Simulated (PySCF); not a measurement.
O4Ru, septet, geometry from GFN2-xTB of the parent state (such geometries of metal compounds can be far from the true shape) (the multiplicity is a formal guess) (core potentials on Ru); DF-PBE/def2-TZVP run with PySCF.

Here is a job for PySCF.
```python
from pyscf import gto, scf, dft

mol = gto.M(
    atom='''
Ru    0.01430486   -0.02340224   -0.12950598
O     1.17675629    0.70822560   -0.92296003
O     0.49309506   -0.54979544    1.45089418
O    -0.98119096   -1.02816347   -0.84754838
O    -0.76733713    0.99844565    1.03189713
''',
    basis='def2-tzvp',
    ecp={'Ru': 'def2-tzvp'},
    spin=6,
    verbose=5,
)

mf = dft.UKS(mol)
mf.xc = 'pbe'
mf = mf.density_fit(auxbasis='def2-universal-jkfit')
mf.kernel()
```

Predict the main parts of the log of this PySCF run.


```
PySCF version 2.14.0

[INPUT] verbose = 5
[INPUT] max_memory = 4000
[INPUT] num. atoms = 5
[INPUT] num. electrons = 48
[INPUT] charge = 0
[INPUT] spin (= nelec alpha-beta = 2S) = 6
[INPUT] symmetry False subgroup None
[INPUT] Mole.unit = angstrom
[INPUT] Symbol           X                Y                Z      unit          X                Y                Z       unit  Magmom
[...]
[INPUT] ---------------- BASIS SET ----------------
[INPUT] l, kappa, [nprim/nctr], expnt,             c_1 c_2 ...
[INPUT] O
[...]
                                4052.3871392      0.0016838662199
                                922.3272271       0.0087395616265
                                261.24070989      0.035239968808
                                85.354641351      0.11153519115
                                31.035035245      0.25588953961
[...]
                                4.9987076005      0.2462784943
[...]
                                14.627049379      0.041912575824
                                4.4501223456      0.16153841088
                                1.5275799647      0.35706951311
[...]
[INPUT] Ru
[...]
                                13.910581694      0.33550437725
[...]
                                6.2477688734      -0.2273166205
                                1.6279472859      0.47869486056
                                0.79326493538     0.50213311567
[...]
                                2.2483686294      0.21802502222
                                0.98376978359     0.44709565013
[...]
nuclear repulsion = 241.256189733457
number of shells = 58
number of NR pGTOs = 244
number of NR cGTOs = 164
basis = def2-tzvp
ecp = {'Ru': 'def2-tzvp'}

******** <class 'pyscf.df.df_jk.DFUKS'> ********
method = DFUKS
initial guess = minao
damping factor = 0
level_shift factor = 0
DIIS = <class 'pyscf.scf.diis.CDIIS'>
diis_start_cycle = 1
diis_space = 8
diis_damp = 0
SCF conv_tol = 1e-09
SCF conv_tol_grad = None
SCF max_cycles = 50
direct_scf = False
number electrons alpha = 27  beta = 21
XC library pyscf.dft.libxc version 7.1.2
    S. Lehtola, C. Steigemann, M. J. T. Oliveira, and M. A. L. Marques,  SoftwareX 7, 1–5 (2018)
XC functionals = pbe
    J. P. Perdew, K. Burke, and M. Ernzerhof,  Phys. Rev. Lett. 77, 3865 (1996)
    J. P. Perdew, K. Burke, and M. Ernzerhof,  Phys. Rev. Lett. 78, 1396 (1997)
    J. P. Perdew, K. Burke, and M. Ernzerhof,  Phys. Rev. Lett. 77, 3865 (1996)
    J. P. Perdew, K. Burke, and M. Ernzerhof,  Phys. Rev. Lett. 78, 1396 (1997)
radial grids:
    Treutler-Ahlrichs [JCP 102, 346 (1995); DOI:10.1063/1.469408] (M4) radial grids

becke partition: Becke, JCP 88, 2547 (1988); DOI:10.1063/1.454033
pruning grids: <function nwchem_prune>
grids dens level: 3
symmetrized grids: False
atomic radii adjust function: <function treutler_atomic_radii_adjust>
small_rho_cutoff = 0
Set gradient conv threshold to 3.16228e-05
Density of valence part of ANO basis will be used as initial guess for Ru
atom Ru rad-grids = 95, ang-grids = [ 50  50  50  50  50  50  50  50  50  50  50  50  50  50  50  50  50  50
  50  50  50  50  50  50  50  50  50  50  50  86  86  86  86  86  86  86
  86  86  86  86  86  86  86  86  86 350 350 350 350 350 350 350 350 350
 350 434 434 434 434 434 434 434 434 434 434 434 434 434 434 434 434 434
 434 434 434 434 434 350 350 350 350 350 350 350 350 350 350 350 350 350
 350 350 350 350 350]
atom O rad-grids = 75, ang-grids = [ 50  50  50  50  50  50  50  50  50  50  50  50  50  50  50  50  50  50
  50  50  50  50  50  86  86  86  86  86  86  86  86  86 266 266 266 266
 266 266 266 302 302 302 302 302 302 302 302 302 302 302 302 302 302 302
 302 302 302 302 302 266 266 266 266 266 266 266 266 266 266 266 266 266
 266 266 266]
tot_boxes 1872, boxes in each direction [10 10 11]
Padding 2 grids
tot grids = 78504
nelec by numeric integration = [23.47104847 23.47104847]
num shells = 149, num cGTOs = 563
[...]
  4.09739440e+00  4.13065839e+00  4.82593508e+00  4.83101580e+00
  4.86487610e+00  4.86737256e+00  4.87804292e+00  4.87890110e+00
  4.89418115e+00  4.90098637e+00  4.90139510e+00  4.90147168e+00
  4.90239584e+00  4.90319984e+00  4.90888450e+00  4.91819820e+00
  4.92568983e+00  4.94529512e+00  4.97413727e+00  5.00732515e+00
  5.02746150e+00  5.04431616e+00  5.07363494e+00  5.08755630e+00
  5.15036914e+00  5.19347858e+00  5.28646536e+00  5.37427576e+00
  5.42656102e+00  5.61005637e+00  5.86329296e+00  5.90116641e+00
  5.95789390e+00  6.00093011e+00  6.00919002e+00  6.02130115e+00
  6.03074843e+00  6.09203877e+00  6.10527000e+00  6.11829115e+00
  6.15987735e+00  6.23885179e+00  6.38564638e+00  6.40172564e+00
  6.42405906e+00  6.53525791e+00  6.65649078e+00  6.73211324e+00
  6.82840944e+00  6.92307217e+00  2.86564938e+01  4.28975155e+01
  4.29329436e+01  4.32329521e+01  4.32371348e+01  9.67965271e+01]
  beta  mo_energy =
[-1.88359552e+01 -1.88359482e+01 -1.88223725e+01 -1.88223501e+01
 -2.98038250e+00 -1.91337409e+00 -1.88328858e+00 -1.82719978e+00
 -9.12350329e-01 -8.88662590e-01 -8.78595956e-01 -8.51962889e-01
 -4.67884285e-01 -4.66527879e-01 -4.23722337e-01 -4.21552000e-01
 -4.17318655e-01 -3.56474156e-01 -3.32834252e-01 -3.23864604e-01
 -3.21476798e-01 -3.08854736e-01 -2.79604496e-01 -2.28131565e-01
 -1.58353911e-01 -1.10534637e-01 -4.90297965e-02 -4.25577911e-02
 -3.57973281e-02  2.67831929e-04  3.24095883e-02  3.88105397e-02
  3.93364162e-02  2.12170534e-01  2.36080289e-01  2.69317879e-01
  2.98766982e-01  3.38184398e-01  3.41868074e-01  3.58317064e-01
  3.60615660e-01  3.72820663e-01  4.16331011e-01  4.21349071e-01
  4.59911588e-01  4.70790840e-01  4.86352193e-01  4.90050103e-01
  4.94777405e-01  5.39227596e-01  5.45357842e-01  5.58266749e-01
  5.74907369e-01  6.87951922e-01  7.85444258e-01  7.85749285e-01
  8.31918026e-01  8.95445472e-01  1.04525949e+00  1.07216382e+00
  1.14771025e+00  1.15010141e+00  1.21892868e+00  1.25758001e+00
  1.27654458e+00  1.31330913e+00  1.34161715e+00  1.35528536e+00
  1.42775120e+00  1.48984126e+00  1.51028290e+00  1.51774389e+00
  1.57329604e+00  1.61908536e+00  1.64555250e+00  1.67753274e+00
  1.70585617e+00  1.73708564e+00  1.74992503e+00  1.77643090e+00
  1.81778731e+00  1.95879518e+00  1.96636157e+00  1.99587222e+00
  2.05176811e+00  2.08196188e+00  2.10593936e+00  2.11981052e+00
  2.14512457e+00  2.16527659e+00  2.23930367e+00  2.24008083e+00
  2.31361075e+00  2.34216374e+00  2.48130094e+00  2.51570764e+00
  2.55027338e+00  2.60214052e+00  2.62565044e+00  2.62649330e+00
  2.64812340e+00  2.65901012e+00  2.81912413e+00  2.92139709e+00
  2.95924677e+00  2.99707305e+00  3.45254770e+00  3.63231420e+00
  4.13866958e+00  4.16729036e+00  4.90143552e+00  4.90497877e+00
  4.90570864e+00  4.94657770e+00  4.95466514e+00  4.95530987e+00
  4.95829678e+00  4.95833750e+00  4.95874679e+00  4.95963383e+00
  4.96275704e+00  4.96799864e+00  4.97848931e+00  4.99801459e+00
  4.99998358e+00  5.02219274e+00  5.04255245e+00  5.06374722e+00
  5.06539657e+00  5.09695918e+00  5.12143032e+00  5.12743397e+00
  5.17844703e+00  5.22461087e+00  5.34079813e+00  5.41417565e+00
  5.48635751e+00  5.64313690e+00  5.99459487e+00  6.02793413e+00
  6.03853827e+00  6.08737750e+00  6.11214848e+00  6.11418064e+00
  6.12674054e+00  6.17359909e+00  6.17839528e+00  6.22581493e+00
  6.24415165e+00  6.28142442e+00  6.44058701e+00  6.46571349e+00
  6.46856460e+00  6.64382165e+00  6.72612989e+00  6.78560646e+00
  6.85604709e+00  6.96422131e+00  2.86833786e+01  4.29342193e+01
  4.29732059e+01  4.32526489e+01  4.32600709e+01  9.68151932e+01]
multiplicity <S^2> = 12.019234  2S+1 = 7.0054933
nelec by numeric integration = [26.99999826 20.99999928]
E1 = -1057.0669990242873  E2 = 420.5412494398429  Ecoul = 464.7810047427203  Exc = -44.2397553028774
Extra cycle  E= -395.269559850987  delta_E= 1.56e-08  |g|= 0.000188  |ddm|= 0.000178
SCF not converged.
SCF energy = -395.269559850987 after 50 cycles  <S^2> = 12.019234  2S+1 = 7.0054933
```

Convergence was not reached.
